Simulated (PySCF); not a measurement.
Harmonic spectrum computed at PBE0 in the def2-TZVP basis family (core potentials from Rb on, PySCF, no spin–orbit coupling):

```
ω (cm⁻¹)  IR (km/mol)
     712         19.1
    1215         50.7
    2129         34.9
```

**Question.** Which molecule gave it? In each, all ligands are bound to the one heavy central atom.
A. HHfN (singlet)
B. HIrN (doublet)
C. HPtN (triplet)
D. HReN (doublet)
E. HTcN (doublet)

**Answer.** D. It has Cs symmetry with Re–H 1.642 Å, Re–N 1.621 Å.
